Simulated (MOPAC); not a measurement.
Molecule: PbF (charge 0, doublet). SMILES: [Pb][F]

Atoms: Pb1, F2. Bonds: Pb1-F2.

Bond lengths (Å) and angles (degrees) optimised at AM1 with MOPAC; PM6 with MOPAC; PM7 with MOPAC, each started from the B3LYP-D3(BJ)/def2-TZVP structure (Ansatz) of the last column. A row stands for all coordinates that are equal there.

```
coordinate    AM1    PM6    PM7  B3LYP-D3(BJ)/def2-TZVP
----------  -----  -----  -----  ----------------------
Pb1-F2      1.995  2.074  1.944                   2.072
```

Mean signed difference of all 1 bond lengths from B3LYP-D3(BJ)/def2-TZVP: AM1 -0.077 Å, PM6 0.002 Å, PM7 -0.128 Å.
